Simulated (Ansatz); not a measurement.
Li₆H₅⁺. Total charge 1; singlet. Geometry r2SCAN-D4/def2-TZVP, basis def2-TZVP, Ansatz.

```xyz
11

Li    0.7592   -0.8223    0.0777
Li   -1.0291    1.2548    0.0967
Li    2.0398    1.0786    1.1268
Li    0.1638    0.5431   -2.0767
Li   -1.6009   -0.9777   -1.0540
Li   -0.1919   -0.8495    2.4141
H     0.1435   -1.1877   -1.5201
H     0.8627    1.1360   -0.2407
H    -1.5303    0.7777   -1.4935
H     1.4293   -0.4466    1.8090
H    -1.0462   -0.5064    0.8607
```

| run | HOMO (eV) | LUMO (eV) |
| --- | --- | --- |
| A | -13.11 | -2.76 |
| B | -12.98 | -3.01 |
| C | -12.63 | -3.05 |
| D | -10.22 | -4.50 |
| E | -12.41 | -3.56 |
| F | -9.68 | -4.34 |

LC-ωPBE has ω = 0.4 bohr⁻¹. The structure comes from a short search, and lower isomers may exist.

Question: The runs used HF, LC-ωPBE, PBE0, r2SCANh, ωB97M-V, ωB97X-V. Estimate which is which.

Answer: A HF (100 % exact exchange); B LC-ωPBE (range-separated); C ωB97X-V (range-separated); D PBE0 (25 % exact exchange); E ωB97M-V (range-separated); F r2SCANh (10 % exact exchange). Exact exchange lowers occupied and raises empty levels; among semilocal functionals meta-GGAs tend to open the gap a little, and such runs are hard to tell apart. The gap grows from 5.34 eV (r2SCANh) to 10.35 eV (HF).
